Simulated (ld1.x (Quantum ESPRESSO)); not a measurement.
## What one change does to a pseudopotential (La (Z = 57), TM)

| Item | Value |
| --- | --- |
| Element | La (Z = 57) |
| Generator | ld1.x (Quantum ESPRESSO) 7.5 |
| Type | norm-conserving Troullier–Martins (Kleinman–Bylander form) |
| Functional | PBE |
| Relativity | scalar-relativistic |
| Frozen core | [Xe] |
| Valence charge | 3 |
| Reference configuration | 4f0 5d2 6s1 6p0 |
| Partial waves | 6s (bound): rc 4.20 bohr; 6p (bound, empty): rc 4.20 bohr; 5d (bound): rc 3.40 bohr; 4f (bound, empty): rc 1.35 bohr |
| Local potential | the f channel |
| Core correction | none |

All-electron outer shells of the reference configuration (PBE, scalar-relativistic, ld1.x):

```json
{"shell": "5s", "level (eV)": "-37.33", "outermost node (bohr)": "0.77", "outermost maximum (bohr)": "1.41"}
{"shell": "5p", "level (eV)": "-20.93", "outermost node (bohr)": "0.83", "outermost maximum (bohr)": "1.60"}
{"shell": "6s", "level (eV)": "-3.13", "outermost node (bohr)": "1.87", "outermost maximum (bohr)": "3.93"}
{"shell": "4f", "level (eV)": "-2.74", "outermost node (bohr)": "–", "outermost maximum (bohr)": "0.75"}
{"shell": "5d", "level (eV)": "-2.14", "outermost node (bohr)": "0.95", "outermost maximum (bohr)": "2.27"}
{"shell": "6p", "level (eV)": "-1.05", "outermost node (bohr)": "2.24", "outermost maximum (bohr)": "5.31"}
```

Change: wave 5d (bound): rc 3.40 bohr becomes 5d (bound): rc 5.16 bohr.

Cutoffs: the cutoffs (Ry, on a coarse ladder) from which the occupation-weighted sum of valence levels, in a spherical-Bessel basis at the reference potential, stays within 10 and 1 mRy of its value at 400 Ry; they do not see the model core or the augmentation charge, which bear on the density cutoff. Errors are all-electron minus pseudo energies relative to the spin-unpolarised reference configuration.

How do hardness, ghosts and transferability respond?

Both files are very soft, the changed one slightly softer (loose and tight cutoff 10 and 12 Ry → 8 and 8 Ry on this coarse ladder); both files keep a bound ghost (d, p, s); of the 7 tests that both files solve, the error grows in 5 and shrinks in 1 by more than 15 % and 0.3 meV (median size 51.7 → 88.2 meV).

```tsv
quantity	base	changed
cutoff, loose	10 Ry	8 Ry
cutoff, tight	12 Ry	8 Ry
loose cutoff by channel (10 mRy a level)	s 6 Ry, d 10 Ry	s 6 Ry, d 8 Ry
bound ghosts	s, p, d	s, p, d
error for 4f0 5d1 6s2 6p0, meV [ΔE -0.79 eV]	+42	+81
error for 4f0 5d1 6s1 6p0, meV [ΔE 5.17 eV]	+48	+88
error for 4f0 5d1 6s0 6p0, meV [ΔE 16.06 eV]	+185	+202
error for 4f0 5d1.5 6s1.5 6p0, meV [ΔE -0.45 eV]	+8.9	+18
error for 4f0 5d0 6s2 6p0, meV [ΔE 5.59 eV]	+366	+566
error for 4f0 5d1 6s0 6p1, meV [ΔE 8.13 eV]	+52	+98
error for 4f0 5d2 6s0 6p0, meV [ΔE 5.24 eV]	+53	+43
```

Base: The cutoffs count occupied waves only; the empty 4f level needs 160 Ry at the loose tolerance. Changed file: The cutoffs count occupied waves only; the empty 4f level needs 160 Ry at the loose tolerance. A true bound ghost makes a file unfit for plane-wave use even where its test errors are small: the radial tests pick states by their node count and pass the ghost by.
